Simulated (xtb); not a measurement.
Sn(Cl)2(OH)(NH2) (Cl2H3NOSn), SMILES [NH2][Sn]([OH])([Cl])[Cl]. All values are semi-empirical tight-binding results from xtb (GFN2-xTB unless named), good for trends rather than for accurate numbers. Coordinates come from a GFN2-xTB optimisation. The structure was generated by enumeration; whether it is a known compound was not checked. The values are those of a single conformer.

For metal compounds this method's bond lengths and energies can be far off.

```yaml
orbital_gap: 3.20 eV
zero_point_energy: 23.6 kcal/mol
G − E(el) at 298.15 K (modified RRHO): 0.7 kcal/mol
```
